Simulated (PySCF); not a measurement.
Al2H3 (calculated)

All values are calculated (PySCF 2.14.0). Calculation on a computer-drawn molecule: vertical ionisation energy to the stated ion spin, frozen-core CCSD(T) at the basis limit and cheaper methods, single-reference cases, UHF for radicals, no spin-orbit; all values are single points at the evaluated structure, the first of each entry, which is the reference or a displaced copy of it and isn't optimised; the reference structure only sets the zero of the energies above reference; triples share is (T) over the correlation energy.

### Al2H3

Evaluated structure:
```xyz
5
Al2H3
Al    -0.2678    -3.1221     1.0505
Al     1.2049    -1.5195    -0.3771
H     -1.0998    -2.7972     2.3715
H      0.6067    -0.7967    -1.6572
H      2.7716    -1.4321    -0.1383
```

Reference structure:
```xyz
5
Al2H3
Al    -0.2678    -3.1221     1.0505
Al     1.2049    -1.5195    -0.3771
H     -1.0998    -2.7972     2.3715
H      0.6067    -0.7967    -1.6572
H      2.7716    -1.4321    -0.1383
```

* charge: 0
* multiplicity: 2
* ion multiplicity: 1
* diffuse functions: no
* basis: cc-pV(n+d)Z
* reference is: the Hartree-Fock double-zeta minimum
* best is: HF at quadruple zeta + MP2 correlation extrapolated from triple and quadruple zeta + CCSD(T) minus MP2 at triple zeta
* basis step is: the size of the change from the same recipe one zeta lower
* ionisation energy best: 7.051 eV
* ionisation energy basis step: 0.03514 eV
* energy above reference best: 0 kcal/mol
* energy above reference basis step: 0 kcal/mol
* total energy HF triple zeta: -485.5457 hartree
* total energy CCSD(T) triple zeta: -485.7248 hartree
* total energy best: -485.7456 hartree
* T1 diagnostic at triple zeta: 0.02542
* D1 diagnostic at triple zeta: 0.0797
* spin squared at triple zeta: 0.7997
* ion T1 diagnostic at triple zeta: 0.01353
* ion D1 diagnostic at triple zeta: 0.02786
* triples share at triple zeta: 0.0264
* basis functions triple zeta: 120
* dipole magnitude HF at triple zeta: 0.4927 debye
* dipole magnitude CCSD unrelaxed at triple zeta: 0.6203 debye
* dipole magnitude PBE at triple zeta: 0.8798 debye
* dipole magnitude r2SCAN at triple zeta: 0.8724 debye
* dipole magnitude B3LYP at triple zeta: 0.7979 debye
* dipole magnitude wB97X at triple zeta: 0.5611 debye

Drawn bonds:
```tsv
atom	other atom	order
1	2	1
1	3	1
2	4	1
2	5	1
```

Triple zeta:
```tsv
method	ionisation energy (eV)	energy above reference (kcal/mol)
HF	6.709	0
PBE	7.133	0
r2SCAN	7.271	0
B3LYP	7.114	0
wB97X	7.039	0
MP2	6.923	0
CCSD	6.99	0
CCSD(T)	7.022	0
```
